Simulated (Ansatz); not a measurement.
Total energies of TiOCl2 (TiCl2O) from Ansatz at PBE0-D4/def2-TZVP, gas phase (1 Eh = 27.2114 eV = 2625.5 kJ/mol). The reference geometry is relaxed at PBE-D4/def2-SVP.

```json
{"state": "charge 0 singlet", "geometry": "reference", "energy (Eh)": "-1844.74772"}
{"state": "charge 1 doublet", "geometry": "reference", "energy (Eh)": "-1844.33073"}
{"state": "free Ti atom (triplet)", "geometry": "–", "energy (Eh)": "-849.14317"}
{"state": "free O atom (triplet)", "geometry": "–", "energy (Eh)": "-75.01860"}
{"state": "free Cl atom (doublet)", "geometry": "–", "energy (Eh)": "-459.99739"}
```

Task: Work out the vertical ionisation energy to the doublet.

Result: E(charge 1 doublet) − E(charge 0 singlet) = -1844.33073 − (-1844.74772) = 0.41699 Eh = 11.35 eV. For comparison, −ε of the highest occupied level is 9.26 eV at this level, 2.09 eV less.

Task: What is the binding energy per atom against free atoms?

Result: Atoms: 1 × (-849.14317) + 1 × (-75.01860) + 2 × (-459.99739) = -1844.15655 Eh. Binding: -1844.15655 − (-1844.74772) = 0.59117 Eh = 16.09 eV, or 4.02 eV for each of 4 atoms (no zero-point energy, no counterpoise term).
